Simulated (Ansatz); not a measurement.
Consider the formal exchange of groups at the Al–Si bond: `C#C[SiH2][AlH][SiH3]` + `BC=C` → `B/C=[CH]/[AlH][SiH3]` + `C#C[SiH3]`.

Isolated molecules relaxed with PBE0-D4/def2-TZVP in Ansatz; ΔE leaves out vibrations. CCSD(T)/CBS is the MP2 limit (def2-TZVPP, def2-QZVPP) plus CCSD(T) − MP2 in def2-TZVPP, frozen cores. Functionals use def2-TZVPP. Each species was taken in one conformer, which may not be the lowest.

Is it downhill or uphill in electronic energy at CCSD(T)/CBS, and by how much? (Estimate.)

Computed: Uphill: ΔE = +17.4 kJ/mol.

What do these levels give: ωB97M-V, B2PLYP, r2SCAN, MP2/def2-QZVPP, HF/CBS(def2), MP2/CBS(def2)? (An estimate is asked.)

Computed: ωB97M-V 21.1, B2PLYP 10.6, r2SCAN 41.5, MP2/def2-QZVPP 15.7, HF/CBS(def2) -27.4, MP2/CBS(def2) 16.0 kJ/mol.

Largest T1 diagnostic among the species: 0.015.

The D4 term adds +6.6 kJ/mol with B3LYP and +3.5 kJ/mol with PBE0; it sums over pairs of atoms, weighted by their polarisabilities, and B3LYP, whose exchange is more repulsive, gets the larger term. From PBE to PBE0 (25 % exact exchange), in def2-TZVPP and without D4, ΔE moves by −6.5 kJ/mol.

B3LYP here is the variant with VWN-RPA as its local correlation; programs differ in this.
